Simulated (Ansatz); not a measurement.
This geometry of CH4O + FH4NSi (13 atoms, charge 0, multiplicity 1) is a first-order saddle point.

The calculation used RKS PBE-D4/6-31G* (Ansatz 0.2.0).

```xyz
13
Properties=species:S:1:pos:R:3
Si -0.939 -0.562 0.014
F 0.004 -1.088 -1.679
H -1.574 -1.915 -0.004
H -1.225 -0.021 1.407
N -1.450 0.822 -0.878
H 0.869 -0.954 -0.834
O 0.868 -0.775 0.324
C 1.605 0.331 0.882
H -2.024 1.536 -0.435
H -1.502 0.819 -1.895
H 2.645 0.005 1.034
H 1.150 0.592 1.850
H 1.574 1.209 0.214
```

(1) Which two structures does it join? (They come from a converged band through this point; their orientation in space is the band's.)

(2) How far does it lie above each of them?

Results:

(1) Bonds broken: Si1–F2, H6–O7. Bonds formed: Si1–O7, F2–H6. CH4O + FH4NSi becomes CH7NOSi + FH.

Image 0:

```xyz
13
Properties=species:S:1:pos:R:3
Si -1.196 -0.061 -0.494
F 0.075 -0.158 -1.548
H -1.532 -1.448 -0.066
H -0.810 0.911 0.571
N -2.629 0.580 -1.212
H 1.382 -0.910 -0.301
O 1.395 -1.100 0.661
C 2.142 -0.057 1.281
H -2.687 1.571 -1.446
H -3.171 0.019 -1.869
H 3.198 -0.034 0.941
H 2.135 -0.259 2.364
H 1.698 0.947 1.116
```

Image 6:

```xyz
13
Properties=species:S:1:pos:R:3
Si -1.046 -0.461 0.384
F 0.502 -1.027 -2.112
H -1.570 -1.829 0.101
H -1.513 0.068 1.709
N -1.408 0.754 -0.771
H 0.807 -1.036 -1.190
O 0.640 -0.768 0.454
C 1.497 0.315 0.856
H -1.933 1.600 -0.568
H -1.168 0.618 -1.752
H 2.538 -0.041 0.797
H 1.281 0.614 1.898
H 1.372 1.193 0.196
```

(2) 78.6 kJ/mol above the first and 39.1 kJ/mol above the second. This is the barrier of this one path; another mechanism may lie lower. The orbitals stay closed-shell, which can raise the energy where a bond breaks towards radicals; this wasn't checked here.

The run took 2 min on 2 threads of INTEL(R) XEON(R) PLATINUM 8581C CPU @ 2.10GHz (Emerald Rapids), on a shared host, peak memory 0.16 GiB.
